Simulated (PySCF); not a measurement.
Two structures of BHCl3F, singlet, reached by relaxing down either side of one saddle point (PBE0-D4/def2-TZVP). Energies are electronic, without zero-point energy. Computed with PySCF 2.14 with density fitting (its default auxiliary sets; JK sets also for MP2 and CCSD(T)) (basis: def2-TZVPP and def2-QZVPP); correlated methods freeze the cores. Extrapolation: Hartree–Fock as exp(−7.88 √X), correlation as X^−2.97. First:

```json
{"atom": "B1", "x (Å)": "-0.0023", "y (Å)": "0.7356", "z (Å)": "-0.6404"}
{"atom": "Cl2", "x (Å)": "1.6515", "y (Å)": "0.1659", "z (Å)": "-0.5460"}
{"atom": "Cl3", "x (Å)": "-1.0696", "y (Å)": "0.0683", "z (Å)": "-1.8306"}
{"atom": "Cl4", "x (Å)": "-0.5310", "y (Å)": "2.0028", "z (Å)": "0.4157"}
{"atom": "H5", "x (Å)": "0.4182", "y (Å)": "-1.5710", "z (Å)": "1.2487"}
{"atom": "F6", "x (Å)": "-0.4873", "y (Å)": "-1.4188", "z (Å)": "1.3344"}
```

Second:

| atom | x (Å) | y (Å) | z (Å) |
| --- | --- | --- | --- |
| B1 | -0.9673 | 0.4372 | -0.1489 |
| Cl2 | 2.1939 | -0.6903 | 0.0355 |
| Cl3 | -1.1981 | 0.0771 | -1.8331 |
| Cl4 | -0.6328 | 2.0510 | 0.4022 |
| H5 | 1.6181 | -1.4745 | 0.8672 |
| F6 | -1.0878 | -0.5285 | 0.7346 |

Problem. Which bonds change from the first to the second?

Solution. BCl₃ ([Cl][B]([Cl])[Cl]) + HF → BCl₂F ([F][B]([Cl])[Cl]) + HCl; bonds formed: B1–F6, Cl2–H5; bonds broken: B1–Cl2, H5–F6.

Problem. Give the saddle point's structure and its height above each. (An estimate is asked for; the value comes from the calculation.)

Solution. The calculation gives: 84.8 kJ/mol above the first and 138.4 kJ/mol above the second (CCSD(T) at an estimated basis limit (MP2 extrapolated from triple and quadruple zeta, plus CCSD(T) − MP2 in triple zeta)).
```
6
angstrom
B -0.2588 0.2933 -0.1924
Cl 1.6777 -0.2686 -0.1756
Cl -1.0381 -0.0889 -1.7225
Cl -0.4867 1.8787 0.5350
H 0.6185 -0.9936 0.7150
F -0.5125 -0.8210 0.8407
```

T1 diagnostic: at most 0.011.

Labels in which every atom is bracketed show which atoms are joined, not bond orders.

For scale, one of the runs: CCSD(T)/def2-TZVPP, 202 basis functions, launched by `OMP_NUM_THREADS=4 python run.py`. Hardware: 4 CPU threads of an Arm Neoverse V2, shared host. Wall time 8.6 min; peak host memory 3 GiB.
